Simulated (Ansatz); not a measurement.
Geometry optimisation, RKS revPBE-D4/def2-SVP (Ansatz).

Input:

```yaml
crystal:
  periodic: [false, false, false]
  atoms:
    - { symbol: C, position_ang: [1.4214, 1.0404, 0.4336] }
    - { symbol: C, position_ang: [0.6988, -0.0517, 0.2938] }
    - { symbol: O, position_ang: [0.5679, -1.5077, 0.5792] }
    - { symbol: Al, position_ang: [-0.6514, -0.8575, -0.3735] }
    - { symbol: O, position_ang: [-2.3019, -1.001, -1.3141] }
    - { symbol: H, position_ang: [2.2991, 1.1209, 0.9778] }
    - { symbol: H, position_ang: [1.0228, 1.9948, -0.0268] }
    - { symbol: H, position_ang: [-2.9645, -0.7952, -0.6258] }
basis:
  gaussian: { orbitals: def2-SVP }
hamiltonian:
  xc: revpbe
  dispersion: d4
relax:
  f_tol: 0.015
  max_steps: 40
output:
  orbitals: {}
```

Launched with:

```bash
$ ansatz run input.yaml --threads 1 --pin off --max-ram 2048MiB --backend cpu --events-out ev --progress --plain --runs-dir out
```

Q: Where does it end, and by what steps?

A: The forces met the threshold. After 14 steps the energy has fallen by 1.444 eV; O5 moved furthest, 0.72 Å.

| step | energy less start (eV) | largest force component (eV/Å) | accepted |
| --- | --- | --- | --- |
| 0 | 0.0000 | 7.378 | yes |
| 1 | -0.8491 | 3.967 | yes |
| 2 | -1.1958 | 1.921 | yes |
| 3 | -1.3299 | 0.529 | yes |
| 4 | -1.3732 | 0.229 | yes |
| 5 | -1.3797 | 0.252 | yes |
| 6 | -1.3873 | 0.811 | yes |
| 7 | -1.4175 | 0.761 | yes |
| 8 | -1.4275 | 0.209 | yes |
| 9 | -1.4397 | 0.229 | yes |
| 10 | -1.4395 | 0.188 | no |
| 11 | -1.4435 | 0.063 | yes |
| 12 | -1.4439 | 0.087 | yes |
| 13 | -1.4441 | 0.022 | yes |
| 14 | -1.4442 | 0.007 | yes |

```xyz
8
Properties=species:S:1:pos:R:3
C 1.550 1.126 0.459
C 0.578 0.240 0.193
O 0.575 -1.178 0.427
Al -0.961 -0.710 -0.303
O -2.399 -1.484 -0.787
H 2.499 0.797 0.917
H 1.413 2.191 0.224
H -3.163 -1.039 -1.186
```

The run took 52 s on 1 thread of Intel(R) Xeon(R) Processor @ 2.70GHz, on a shared host, peak memory 0.14 GiB.
